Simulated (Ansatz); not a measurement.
Gas-phase electronic energies from Ansatz, PBE0-D4/def2-TZVP geometries. CCSD(T)/CBS is the MP2 limit (def2-TZVPP, def2-QZVPP) plus CCSD(T) − MP2 in def2-TZVPP, frozen cores. DFT in def2-TZVPP. HSE06 is defined as in plane-wave codes. Each species was taken in one conformer, which may not be the lowest.

Reaction (cleavage of the Si–Si bond): `O[SiH](S)[SiH2][SiH3]` + CH₃NH₂ → `CN[SiH2][SiH3]` + `O[SiH2]S`

| level | ΔE (kJ/mol) |
| --- | --- |
| ωB97X-V | -37.8 |
| B2PLYP | -44.1 |
| HSE06 | -28.7 |
| CCSD/def2-SVP | -37.5 |

**Question.** What does CCSD(T)/CBS give? (An estimate is asked.)

**Answer.** Computed: -37.8 kJ/mol. The listed levels differ from it by 0.0, -6.3, 9.1, 0.3 kJ/mol.

Largest T1 diagnostic among the species: 0.013.

From BLYP to BHLYP (50 % exact exchange), in def2-TZVPP and without D4, ΔE moves by −9.4 kJ/mol. The D4 term adds +4.8 kJ/mol with B3LYP and +2.9 kJ/mol with PBE0; it sums over pairs of atoms, weighted by their polarisabilities, and B3LYP, whose exchange is more repulsive, gets the larger term. In def2-TZVPP, CCSD(T) changes the Hartree–Fock value by +18.5 kJ/mol (the triples alone add +2.8 kJ/mol) and MP2 by +12.8 kJ/mol.

B3LYP here is the variant with VWN-RPA as its local correlation; programs differ in this.
